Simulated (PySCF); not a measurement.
PySCF job for B(Me)(OMe)(SH) (C2H7BOS), SMILES COB(C)S, B3LYP-D3(BJ)/def2-SVP. Coordinates come from a B3LYP-D3(BJ)/def2-SVP optimisation. The structure was generated by enumeration, and PubChem lists no compound with its InChIKey, so it may never have been made. Other conformers were not sampled.

```python
import numpy as np
from pyscf import gto, scf, dft, df
from pyscf.hessian import thermo

mol = gto.M(
    atom='''
    B     0.44823743    0.30683138   -0.00000000
    C     1.50794923    1.47126409   -0.00000000
    H     2.53567310    1.07741234   -0.00000000
    H     1.38452242    2.11998038   -0.88405613
    H     1.38452242    2.11998038    0.88405613
    O     0.87849179   -0.97726119    0.00000000
    C     0.02049541   -2.10125159   -0.00000000
    H    -0.62529316   -2.11076812    0.89477440
    H     0.64165846   -3.00816767    0.00000000
    H    -0.62529317   -2.11076813   -0.89477440
    S    -1.36620943    0.62520699    0.00000000
    H    -1.27622844    1.97287661   -0.00000000
    ''',
    basis='def2-SVP',
    charge=0,
    spin=0,
    max_memory=1600,
    verbose=3,
)
mf = dft.RKS(mol, xc='b3lyp').density_fit(auxbasis='def2-universal-jkfit')
mf.disp = 'd3bj'
mf.grids.level = 3
mf.conv_tol = 1e-11
mf.max_cycle = 100
mf.kernel()

# [left out here: the lines that compute and print the analytic Hessian (its translational invariance restored by hand, since the grid's response is missing), thermochemistry and intensities]
```

Output:

```
converged SCF energy = -578.553722681383

WARN: DFTD3 does not support analytical Hessian, using finite difference


WARN: Mole.unit (angstrom) is changed to Bohr

Mode                                 0                   1                   2
Irrep
Freq [cm^-1]                       62.2286             97.5652            182.5875
Reduced mass [au]                   1.0571              1.0261              2.7442
Force const [Dyne/A]                0.0024              0.0058              0.0539
Char temp [K]                      89.5330            140.3746            262.7028
Normal mode                   x     y     z       x     y     z       x     y     z
       0   B                 0.00 -0.00  0.03   -0.00 -0.00 -0.00   -0.00 -0.00 -0.06
       1   C                -0.00  0.00 -0.02   -0.00 -0.00 -0.02   -0.00 -0.00  0.08
       2   H                -0.00  0.00  0.47   -0.00 -0.00 -0.09   -0.00 -0.00  0.25
       3   H                 0.30 -0.38 -0.34   -0.05  0.04  0.02    0.14  0.00  0.06
       4   H                -0.30  0.38 -0.34    0.05 -0.04  0.02   -0.14 -0.00  0.06
       5   O                 0.00 -0.00  0.01   -0.00 -0.00 -0.00   -0.00  0.00 -0.16
       6   C                 0.00 -0.00 -0.04    0.00 -0.00 -0.02    0.00 -0.00  0.11
       7   H                -0.05 -0.00 -0.08   -0.40  0.27 -0.31    0.07  0.17  0.16
       8   H                 0.00 -0.00 -0.01    0.00 -0.00  0.53    0.00 -0.00  0.23
       9   H                 0.05  0.00 -0.08    0.40 -0.27 -0.31   -0.07 -0.17  0.16
      10   S                 0.00  0.00  0.02   -0.00  0.00  0.02   -0.00  0.00 -0.01
      11   H                 0.00  0.00  0.04    0.00  0.00  0.08    0.00  0.00  0.17
Mode                                 3                   4                   5
Irrep
Freq [cm^-1]                      204.0335            280.6394            355.5622
Reduced mass [au]                   3.7110              2.6932              1.1385
[...]
      11   H                 0.11 -0.01  0.00    0.14 -0.01 -0.00    0.00 -0.00  0.00
Mode                                15                  16                  17
Irrep
Freq [cm^-1]                     1198.7612           1316.6234           1380.9550
Reduced mass [au]                   1.3887              1.5375              2.6805
Force const [Dyne/A]                1.1757              1.5703              3.0118
Char temp [K]                    1724.7505           1894.3279           1986.8868
Normal mode                   x     y     z       x     y     z       x     y     z
       0   B                -0.04 -0.07  0.00   -0.07  0.04  0.00   -0.00 -0.18 -0.00
       1   C                 0.00  0.00  0.00    0.09  0.09 -0.00    0.03  0.07 -0.00
       2   H                 0.04  0.10  0.00   -0.10 -0.39  0.00   -0.01 -0.03  0.00
       3   H                 0.09  0.06  0.03   -0.36 -0.25 -0.17    0.01 -0.21 -0.20
       4   H                 0.09  0.06 -0.03   -0.36 -0.25  0.17    0.01 -0.21  0.20
       5   O                 0.05 -0.01  0.00    0.01 -0.07  0.00   -0.01  0.11 -0.00
       6   C                -0.10  0.07 -0.00    0.01  0.05  0.00   -0.03 -0.07 -0.00
       7   H                 0.03 -0.35  0.09    0.01 -0.10  0.01    0.02  0.24  0.02
       8   H                 0.43  0.44  0.00    0.00  0.04 -0.00    0.16  0.07  0.00
       9   H                 0.03 -0.35 -0.09    0.01 -0.10 -0.01    0.02  0.24 -0.02
      10   S                 0.00  0.00  0.00    0.00 -0.00 -0.00    0.00  0.00  0.00
      11   H                -0.07  0.01 -0.00    0.01  0.00 -0.00   -0.08  0.00  0.00
Mode                                18                  19                  20
Irrep
Freq [cm^-1]                     1439.3932           1442.1091           1471.2970
Reduced mass [au]                   1.0927              1.0477              1.0443
Force const [Dyne/A]                1.3338              1.2838              1.3319
Char temp [K]                    2070.9664           2074.8740           2116.8687
Normal mode                   x     y     z       x     y     z       x     y     z
       0   B                -0.01  0.05 -0.00   -0.00  0.00  0.02   -0.00 -0.01 -0.00
       1   C                -0.05  0.01 -0.00   -0.00  0.00  0.06    0.00  0.00  0.00
       2   H                 0.11  0.39  0.00    0.00  0.00 -0.71   -0.00 -0.02  0.00
       3   H                 0.27 -0.38 -0.33    0.47 -0.04 -0.05   -0.01  0.01  0.01
       4   H                 0.27 -0.38  0.33   -0.47  0.04 -0.05   -0.01  0.01 -0.01
       5   O                 0.01 -0.02  0.00    0.00 -0.00 -0.00    0.01 -0.00 -0.00
       6   C                 0.02  0.03  0.00    0.00  0.00 -0.00    0.05 -0.01 -0.00
       7   H                -0.04 -0.17 -0.04   -0.00 -0.00 -0.00   -0.53  0.01 -0.40
       8   H                -0.16 -0.10 -0.00   -0.00 -0.00  0.00    0.23  0.14  0.00
       9   H                -0.04 -0.17  0.04   -0.00  0.00 -0.00   -0.53  0.01  0.40
      10   S                -0.00 -0.00  0.00   -0.00 -0.00 -0.00   -0.00  0.00 -0.00
      11   H                 0.01  0.00 -0.00    0.00  0.00  0.01   -0.00 -0.00  0.00
Mode                                21                  22                  23
Irrep
Freq [cm^-1]                     1473.8703           1500.1639           2689.3719
Reduced mass [au]                   1.0382              1.4453              1.0384
Force const [Dyne/A]                1.3287              1.9164              4.4251
Char temp [K]                    2120.5711           2158.4018           3869.4074
Normal mode                   x     y     z       x     y     z       x     y     z
       0   B                -0.00  0.00 -0.00    0.03 -0.12 -0.00    0.00  0.00  0.00
       1   C                -0.00 -0.00  0.00    0.02  0.02 -0.00    0.00 -0.00 -0.00
       2   H                 0.00  0.00  0.00   -0.03 -0.12  0.00   -0.00  0.00  0.00
       3   H                -0.00 -0.00 -0.00   -0.05  0.08  0.06   -0.00 -0.00 -0.00
       4   H                 0.00  0.00 -0.00   -0.05  0.08 -0.06   -0.00 -0.00  0.00
       5   O                -0.00 -0.00 -0.01   -0.00  0.09 -0.00    0.00 -0.00  0.00
       6   C                -0.00  0.00 -0.05    0.03  0.05 -0.00   -0.00  0.00  0.00
       7   H                 0.11 -0.48  0.05   -0.07 -0.39 -0.07    0.00 -0.00 -0.00
       8   H                -0.00 -0.00  0.69   -0.46 -0.29  0.00   -0.00 -0.00 -0.00
       9   H                -0.11  0.48  0.05   -0.07 -0.39  0.07    0.00 -0.00  0.00
      10   S                 0.00 -0.00 -0.00   -0.00  0.00 -0.00    0.00  0.03  0.00
      11   H                 0.00 -0.00  0.01   -0.04  0.00  0.00   -0.07 -0.98 -0.00
Mode                                24                  25                  26
Irrep
Freq [cm^-1]                     3013.2216           3026.0488           3090.2667
Reduced mass [au]                   1.0335              1.0387              1.1069
Force const [Dyne/A]                5.5285              5.6037              6.2280
Char temp [K]                    4335.3550           4353.8105           4446.2058
Normal mode                   x     y     z       x     y     z       x     y     z
       0   B                -0.00  0.00 -0.00   -0.00 -0.00  0.00    0.00 -0.00  0.00
       1   C                 0.00 -0.00 -0.00    0.03  0.04  0.00    0.00  0.00 -0.00
       2   H                 0.00  0.00 -0.00   -0.44  0.18  0.00   -0.00  0.00 -0.00
       3   H                -0.00  0.00 -0.00    0.07 -0.35  0.49    0.00 -0.01  0.02
       4   H                -0.00  0.00  0.00    0.07 -0.35 -0.49   -0.00  0.01  0.02
       5   O                -0.00 -0.00  0.00    0.00  0.00  0.00   -0.00  0.00  0.00
       6   C                -0.04 -0.02 -0.00   -0.00 -0.00  0.00    0.00 -0.00 -0.09
       7   H                 0.36 -0.00 -0.52    0.00  0.00 -0.00   -0.39  0.01  0.54
       8   H                -0.23  0.32  0.00   -0.00  0.00  0.00   -0.00  0.00 -0.02
       9   H                 0.36 -0.00  0.52    0.00  0.00  0.00    0.39 -0.01  0.54
      10   S                 0.00 -0.00  0.00    0.00  0.00 -0.00   -0.00  0.00 -0.00
      11   H                 0.00  0.00 -0.00   -0.00 -0.00 -0.00   -0.00 -0.00  0.00
Mode                                27                  28                  29
Irrep
Freq [cm^-1]                     3096.0648           3126.6471           3130.8243
Reduced mass [au]                   1.0986              1.1024              1.1048
Force const [Dyne/A]                6.2047              6.3498              6.3805
Char temp [K]                    4454.5479           4498.5490           4504.5591
Normal mode                   x     y     z       x     y     z       x     y     z
       0   B                 0.00  0.00  0.00   -0.00  0.00 -0.00    0.00  0.00 -0.00
       1   C                -0.00  0.00  0.09   -0.07  0.05 -0.00    0.00 -0.00 -0.00
       2   H                 0.00 -0.00  0.02    0.78 -0.30 -0.00   -0.01  0.00 -0.00
       3   H                -0.08  0.40 -0.53    0.03 -0.18  0.26   -0.00  0.00 -0.00
       4   H                 0.08 -0.40 -0.53    0.03 -0.18 -0.26   -0.00  0.00  0.00
       5   O                 0.00 -0.00  0.00    0.00 -0.00  0.00   -0.00  0.00 -0.00
       6   C                 0.00 -0.00 -0.00    0.00 -0.00  0.00    0.07 -0.06  0.00
       7   H                -0.01  0.00  0.02   -0.00  0.00  0.00   -0.14 -0.00  0.22
       8   H                -0.00  0.00 -0.00   -0.01  0.01  0.00   -0.50  0.71  0.00
       9   H                 0.01 -0.00  0.02   -0.00  0.00 -0.00   -0.14 -0.00 -0.22
      10   S                 0.00  0.00 -0.00    0.00  0.00 -0.00   -0.00  0.00  0.00
      11   H                 0.00 -0.00  0.00    0.00 -0.00 -0.00   -0.00 -0.00 -0.00
temperature 298.1500 [K]
pressure 101325.00 [Pa]
Rotational constants [GHz] 4.34496 3.48673 1.98283
Symmetry number 1
Zero-point energy (ZPE) 0.09319 [Eh]   244680.235 [J/mol]
                           tot       elec      trans        rot        vib
Entropy [J/mol/K]       351.833      0.000    164.859    112.017     74.957
Cv [J/mol/K]            100.979      0.000     12.472     12.472     76.036
Cp [J/mol/K]            109.294      0.000     20.786     12.472     76.036
Internal energy [J/mol]                      3718.434   3718.434 256585.962
Internal energy [Eh]   -578.45316  -578.55372
Enthalpy [J/mol]                             6197.391   3718.434 256585.962
Enthalpy [Eh]          -578.45222
Gibbs free energy [J/mol]                  -42955.233 -29679.489 234237.534
Gibbs free energy [Eh] -578.49217
static polarisability / bohr^3: [[56.71  -1.277  0.   ]
 [-1.276 62.285  0.   ]
 [ 0.    -0.    38.903]]
largest difference of analytic and finite-field dipole derivatives / e: 0.0011462593347806305
mode   freq/cm-1   IR/(km/mol)   Raman/(A^4/amu)   depolarisation
   1       62.23         1.164             0.005            0.750
   2       97.57         0.000             0.090            0.750
   3      182.59         7.901             0.134            0.750
   4      204.03         4.478             0.668            0.616
   5      280.64         0.195             1.135            0.406
   6      355.56        13.726             5.365            0.750
   7      438.03         0.298             0.694            0.553
   8      465.59         0.854             1.946            0.750
   9      573.13         9.477            10.068            0.127
  10      797.23         8.870             7.061            0.740
  11      835.25        20.390             5.185            0.557
  12      877.57        13.936             0.373            0.750
  13     1070.34        91.864             4.787            0.621
  14     1097.45       131.826             0.585            0.628
  15     1174.52         0.578             1.908            0.750
  16     1198.76         6.408             3.126            0.745
  17     1316.62        46.134             2.999            0.730
  18     1380.96       360.065             7.240            0.492
  19     1439.39        17.713            11.254            0.723
  20     1442.11         6.306            15.102            0.750
  21     1471.30        15.009            12.161            0.740
  22     1473.87         8.238            18.240            0.750
  23     1500.16        77.743             3.792            0.749
  24     2689.37         2.157           131.627            0.293
  25     3013.22        37.992           125.389            0.006
  26     3026.05         1.965           142.220            0.001
  27     3090.27        25.188            48.228            0.750
  28     3096.06         7.203            74.408            0.750
  29     3126.65        13.000            92.051            0.702
  30     3130.82        24.078           102.547            0.584
max |gradient| / (hartree/bohr): 7.122583099970543e-05
APT charges: [ 1.0674 -0.273   0.0054  0.0121  0.0121 -0.9387  0.5099 -0.0288 -0.0161
 -0.0288 -0.3707  0.0489]
```

The calculation finished and met its thresholds.
